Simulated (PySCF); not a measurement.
Record of a relaxation.

C7H6BF3.
SMILES with atom numbers: `[F:1][CH2:2][c:3]1[cH:4][cH:5][c:6]([B:7]([F:8])[F:9])[cH:10][cH:11]1` (hydrogens: H12, H13 on C2; H14 on C4; H15 on C5; H16 on C10; H17 on C11)

Computed by this run: PBE0-D3(BJ)/def2-SVP geometry optimisation, gas phase (PySCF 2.14.0); density fitting, grid level 1; the optimiser is geomeTRIC in internal coordinates, started from a GFN2-xTB structure. The frame can shift and turn from step to step; on so coarse a grid that alone can change the energy by a few meV, and forces under 0.02 eV/Å are noise.

Step 0: E = -16158.1582 eV, largest atomic force 0.650 eV/Å
```
atom  x, y, z in Å  |  force x, y, z in eV/Å
F1     -3.122   -0.455   -1.396    0.067  -0.029  -0.107
C2     -2.745   -0.077   -0.123    0.075  -0.189  -0.617
C3     -1.246   -0.025   -0.022   -0.593   0.030   0.122
C4     -0.558    1.128   -0.383   -0.002  -0.063  -0.002
C5      0.821    1.166   -0.323    0.254  -0.129   0.043
C6      1.555    0.052    0.100    0.246  -0.002   0.000
B7      3.106    0.098    0.164    0.182   0.017   0.024
F8      3.806    1.167   -0.166   -0.214   0.338  -0.112
F9      3.842   -0.926    0.554   -0.192  -0.369   0.110
C10     0.849   -1.103    0.456    0.267   0.140  -0.056
C11    -0.530   -1.142    0.393   -0.005   0.057  -0.033
H12    -3.171   -0.819    0.559   -0.014  -0.036   0.346
H13    -3.198    0.905    0.053   -0.010   0.216   0.266
H14    -1.108    1.995   -0.717   -0.255   0.402  -0.134
H15     1.349    2.065   -0.604    0.211   0.434  -0.140
H16     1.399   -1.972    0.782    0.225  -0.421   0.152
H17    -1.057   -2.044    0.665   -0.241  -0.397   0.139
```

Step 1: E = -16158.1764 eV, largest atomic force 0.318 eV/Å
```
atom  x, y, z in Å  |  force x, y, z in eV/Å
F1     -2.995   -0.556   -2.041    0.002  -0.008  -0.010
C2     -2.720   -0.167   -0.753    0.027   0.037   0.139
C3     -1.239   -0.078   -0.523    0.006  -0.030  -0.101
C4     -0.543    1.096   -0.830   -0.044   0.046  -0.023
C5      0.831    1.173   -0.637    0.022   0.041   0.011
C6      1.545    0.076   -0.130   -0.002  -0.004  -0.010
B7      3.030    0.227    0.281   -0.195   0.056   0.244
F8      3.646    1.393    0.180    0.156  -0.136  -0.098
F9      3.683   -0.768    0.861    0.065   0.095  -0.180
C10     0.849   -1.113    0.133    0.036  -0.022   0.044
C11    -0.526   -1.188   -0.059   -0.042  -0.058   0.011
H12    -3.167   -0.899   -0.059   -0.021   0.009  -0.050
H13    -3.190    0.816   -0.574   -0.019  -0.037  -0.038
H14    -1.093    1.964   -1.207    0.024  -0.034  -0.006
H15     1.360    2.101   -0.868   -0.017  -0.016   0.059
H16     1.393   -1.984    0.510   -0.019   0.039   0.034
H17    -1.061   -2.114    0.172    0.021   0.020  -0.027
```

Step 2: E = -16158.1927 eV, largest atomic force 0.565 eV/Å
```
atom  x, y, z in Å  |  force x, y, z in eV/Å
F1     -2.937   -0.585   -2.088    0.008  -0.015  -0.066
C2     -2.719   -0.189   -0.791    0.009   0.026   0.047
C3     -1.248   -0.075   -0.510   -0.002  -0.002  -0.015
C4     -0.562    1.112   -0.791   -0.009  -0.001  -0.010
C5      0.807    1.205   -0.570    0.035   0.004  -0.064
C6      1.531    0.109   -0.073   -0.110   0.216   0.303
B7      3.038    0.228    0.266    0.183  -0.241  -0.477
F8      3.748    1.321    0.045   -0.223   0.060   0.103
F9      3.707   -0.818    0.718    0.029  -0.059   0.206
C10     0.836   -1.078    0.203    0.053  -0.078  -0.044
C11    -0.534   -1.172   -0.018    0.013   0.032  -0.018
H12    -3.183   -0.930   -0.119    0.005   0.007   0.001
H13    -3.218    0.783   -0.637    0.003   0.004  -0.002
H14    -1.113    1.972   -1.181    0.002   0.004   0.000
H15     1.330    2.140   -0.786   -0.003   0.021   0.015
H16     1.382   -1.941    0.592   -0.001   0.013   0.022
H17    -1.060   -2.106    0.198    0.007   0.008   0.001
```

Step 3: E = -16158.2074 eV, largest atomic force 0.191 eV/Å
```
atom  x, y, z in Å  |  force x, y, z in eV/Å
F1     -2.911   -0.577   -2.111    0.003  -0.007  -0.046
C2     -2.714   -0.182   -0.810    0.005   0.001   0.011
C3     -1.247   -0.069   -0.511   -0.001   0.010   0.011
C4     -0.558    1.119   -0.780    0.024  -0.032   0.021
C5      0.810    1.205   -0.547    0.044  -0.010  -0.069
C6      1.525    0.104   -0.051   -0.050   0.024   0.183
B7      3.042    0.201    0.245    0.012  -0.021  -0.133
F8      3.716    1.314    0.019    0.026  -0.013   0.042
F9      3.723   -0.828    0.719   -0.013   0.019   0.043
C10     0.828   -1.082    0.224   -0.018   0.025  -0.104
C11    -0.540   -1.167   -0.010   -0.025  -0.026   0.009
H12    -3.188   -0.924   -0.146    0.001   0.003   0.005
H13    -3.215    0.789   -0.664    0.005   0.011   0.000
H14    -1.103    1.981   -1.174   -0.001   0.009   0.003
H15     1.338    2.139   -0.758    0.006   0.006   0.008
H16     1.369   -1.947    0.616   -0.005   0.003   0.011
H17    -1.071   -2.099    0.199   -0.015  -0.003   0.006
```

Step 4: E = -16158.2069 eV, largest atomic force 0.182 eV/Å
```
atom  x, y, z in Å  |  force x, y, z in eV/Å
F1     -2.892   -0.556   -2.140    0.004   0.005   0.005
C2     -2.711   -0.163   -0.834    0.002   0.028  -0.020
C3     -1.248   -0.060   -0.515    0.009  -0.012   0.021
C4     -0.544    1.121   -0.774   -0.053   0.102  -0.049
C5      0.823    1.209   -0.537   -0.056  -0.118   0.020
C6      1.521    0.101   -0.030    0.011  -0.011  -0.043
B7      3.042    0.169    0.248   -0.022   0.035   0.177
F8      3.738    1.272    0.036   -0.006  -0.007  -0.063
F9      3.700   -0.862    0.750   -0.009  -0.021  -0.041
C10     0.809   -1.080    0.229    0.059  -0.113   0.032
C11    -0.557   -1.166   -0.010    0.058   0.111  -0.027
H12    -3.197   -0.903   -0.177    0.002   0.004  -0.007
H13    -3.207    0.811   -0.692   -0.002   0.005  -0.010
H14    -1.082    1.987   -1.170   -0.009   0.009  -0.007
H15     1.358    2.140   -0.743   -0.007  -0.010   0.001
H16     1.344   -1.947    0.623    0.010  -0.013   0.011
H17    -1.095   -2.096    0.194    0.009   0.006   0.000
```

Step 5: E = -16158.2091 eV, largest atomic force 0.153 eV/Å
```
atom  x, y, z in Å  |  force x, y, z in eV/Å
F1     -2.889   -0.551   -2.144    0.004   0.007   0.007
C2     -2.709   -0.158   -0.838   -0.002  -0.005  -0.010
C3     -1.247   -0.057   -0.517   -0.009   0.006   0.009
C4     -0.546    1.126   -0.777    0.016  -0.010   0.002
C5      0.821    1.201   -0.534    0.007   0.005  -0.004
C6      1.520    0.095   -0.026    0.018  -0.001  -0.041
B7      3.041    0.168    0.253   -0.013   0.037   0.148
F8      3.735    1.270    0.037   -0.009  -0.007  -0.051
F9      3.701   -0.862    0.754   -0.005  -0.027  -0.028
C10     0.811   -1.088    0.233   -0.006  -0.008  -0.011
C11    -0.555   -1.163   -0.012   -0.003   0.002  -0.004
H12    -3.197   -0.898   -0.182   -0.004   0.004  -0.010
H13    -3.206    0.816   -0.696    0.002   0.003  -0.010
H14    -1.080    1.993   -1.173    0.008  -0.003  -0.001
H15     1.359    2.130   -0.738    0.008  -0.002   0.001
H16     1.343   -1.956    0.628   -0.006  -0.002   0.004
H17    -1.097   -2.091    0.191   -0.006   0.000  -0.002
```

Step 6: E = -16158.2096 eV, largest atomic force 0.046 eV/Å
```
atom  x, y, z in Å  |  force x, y, z in eV/Å
F1     -2.879   -0.535   -2.162    0.002   0.005   0.003
C2     -2.706   -0.146   -0.854    0.001   0.001  -0.013
C3     -1.246   -0.051   -0.524    0.004   0.000   0.009
C4     -0.536    1.127   -0.778   -0.002   0.005  -0.011
C5      0.830    1.196   -0.526   -0.011  -0.003   0.012
C6      1.517    0.086   -0.012    0.021  -0.025  -0.004
B7      3.036    0.157    0.277   -0.014   0.008   0.010
F8      3.726    1.258    0.043    0.042  -0.011   0.018
F9      3.697   -0.875    0.773   -0.007   0.018   0.004
C10     0.802   -1.094    0.239   -0.021   0.024  -0.006
C11    -0.563   -1.161   -0.016   -0.009  -0.021   0.000
H12    -3.202   -0.884   -0.202   -0.002   0.004  -0.008
H13    -3.199    0.831   -0.715    0.002   0.003  -0.008
H14    -1.063    1.998   -1.178    0.005  -0.001  -0.004
H15     1.374    2.123   -0.726    0.005  -0.007   0.001
H16     1.327   -1.966    0.638   -0.008   0.001   0.001
H17    -1.111   -2.086    0.181   -0.006   0.000  -0.003
```

Step 7: E = -16158.2099 eV, largest atomic force 0.045 eV/Å
```
atom  x, y, z in Å  |  force x, y, z in eV/Å
F1     -2.863   -0.509   -2.194    0.002   0.002  -0.002
C2     -2.702   -0.123   -0.884    0.000  -0.002  -0.012
C3     -1.244   -0.042   -0.538   -0.003   0.003  -0.005
C4     -0.522    1.131   -0.785    0.007  -0.018   0.002
C5      0.841    1.188   -0.516    0.003   0.032   0.016
C6      1.515    0.073    0.008   -0.005  -0.033  -0.012
B7      3.030    0.134    0.317   -0.007  -0.008  -0.040
F8      3.734    1.226    0.082    0.026  -0.003   0.036
F9      3.677   -0.903    0.820   -0.009   0.029   0.019
C10     0.787   -1.102    0.245   -0.012   0.014   0.018
C11    -0.575   -1.158   -0.025   -0.006  -0.014   0.001
H12    -3.211   -0.858   -0.239   -0.001   0.003  -0.006
H13    -3.187    0.858   -0.749    0.003   0.002  -0.006
H14    -1.037    2.007   -1.189    0.007  -0.002  -0.005
H15     1.395    2.110   -0.708    0.004  -0.004  -0.001
H16     1.300   -1.978    0.650   -0.007  -0.003   0.000
H17    -1.133   -2.079    0.164   -0.002   0.001  -0.004
```

Step 8: E = -16158.2103 eV, largest atomic force 0.030 eV/Å
```
atom  x, y, z in Å  |  force x, y, z in eV/Å
F1     -2.861   -0.506   -2.200    0.004   0.001  -0.005
C2     -2.701   -0.120   -0.890    0.001  -0.001  -0.009
C3     -1.243   -0.041   -0.541    0.002   0.003  -0.005
C4     -0.519    1.131   -0.786   -0.001  -0.004  -0.003
C5      0.843    1.187   -0.515   -0.007   0.009   0.019
C6      1.514    0.072    0.010    0.010  -0.010  -0.017
B7      3.028    0.133    0.323    0.002  -0.020  -0.022
F8      3.736    1.224    0.093   -0.003   0.004   0.023
F9      3.673   -0.904    0.829   -0.004   0.009   0.024
C10     0.784   -1.103    0.246   -0.005   0.018   0.016
C11    -0.577   -1.158   -0.027   -0.002  -0.008   0.000
H12    -3.213   -0.854   -0.246    0.000   0.002  -0.005
H13    -3.185    0.862   -0.756    0.003   0.002  -0.006
H14    -1.033    2.007   -1.191    0.004   0.000  -0.006
H15     1.398    2.109   -0.705    0.003  -0.004  -0.001
H16     1.296   -1.980    0.652   -0.005  -0.001   0.000
H17    -1.136   -2.079    0.161   -0.002   0.000  -0.003
```

Step 9: E = -16158.2104 eV, largest atomic force 0.023 eV/Å
```
atom  x, y, z in Å  |  force x, y, z in eV/Å
F1     -2.861   -0.505   -2.201    0.006  -0.001  -0.011
C2     -2.701   -0.119   -0.890    0.000  -0.001  -0.006
C3     -1.243   -0.042   -0.541   -0.002   0.004  -0.008
C4     -0.519    1.130   -0.786    0.001  -0.002  -0.002
C5      0.843    1.186   -0.514   -0.008   0.007   0.015
C6      1.514    0.070    0.010    0.011  -0.007  -0.017
B7      3.028    0.134    0.322    0.001  -0.017  -0.012
F8      3.735    1.226    0.093   -0.005   0.002   0.018
F9      3.675   -0.902    0.829   -0.005   0.001   0.022
C10     0.784   -1.104    0.247   -0.004   0.011   0.016
C11    -0.578   -1.159   -0.027    0.002   0.004  -0.002
H12    -3.214   -0.853   -0.247   -0.001   0.001  -0.002
H13    -3.184    0.863   -0.756    0.002   0.002  -0.004
H14    -1.033    2.006   -1.191    0.003  -0.001  -0.005
H15     1.399    2.108   -0.705    0.002  -0.002  -0.002
H16     1.295   -1.981    0.652   -0.002  -0.002   0.001
H17    -1.137   -2.080    0.161    0.000   0.001  -0.003
```

Question: Summarise the path.

Answer: The energy falls by 1.20 kcal/mol from step 0 to step 9; nine tenths of that is first reached at step 3. It rises by more than 0.2 meV at step 4. The largest force goes from 0.650 to 0.023 eV/Å. Among the bonds C4–H14 changes most (a near tie, within 0.001 Å, with another), from 1.080 to 1.093 Å; the atoms move by 0.021 Å rms after alignment.

Question: Follow the three bonds and two angles with the largest change from start to end.

Answer: 
| step | E above end (kcal/mol) | largest force (eV/Å) | C4–H14 (Å) | C5–H15 (Å) | C11–H17 (Å) | F8–B7–F9 (°) | F1–C2–H12 (°) |
| --- | --- | --- | --- | --- | --- | --- | --- |
| 0 | 1.20 | 0.650 | 1.080 | 1.080 | 1.080 | 114.0 | 106.4 |
| 1 | 0.78 | 0.318 | 1.094 | 1.094 | 1.094 | 117.9 | 108.7 |
| 2 | 0.41 | 0.565 | 1.093 | 1.093 | 1.093 | 116.1 | 108.4 |
| 3 | 0.07 | 0.191 | 1.093 | 1.093 | 1.093 | 117.0 | 108.3 |
| 4 | 0.08 | 0.182 | 1.093 | 1.093 | 1.093 | 116.7 | 108.4 |
| 5 | 0.03 | 0.153 | 1.094 | 1.093 | 1.093 | 116.7 | 108.4 |
| 6 | 0.02 | 0.046 | 1.094 | 1.093 | 1.093 | 117.1 | 108.4 |
| 7 | 0.01 | 0.045 | 1.093 | 1.093 | 1.093 | 117.1 | 108.4 |
| 8 | 0.00 | 0.030 | 1.093 | 1.093 | 1.093 | 116.9 | 108.4 |
| 9 | 0.00 | 0.023 | 1.093 | 1.093 | 1.093 | 116.9 | 108.4 |

The cost below is that of the whole optimisation. Cost: about 7 min of CPU time on one thread; the machine was shared, so the figure is rough.
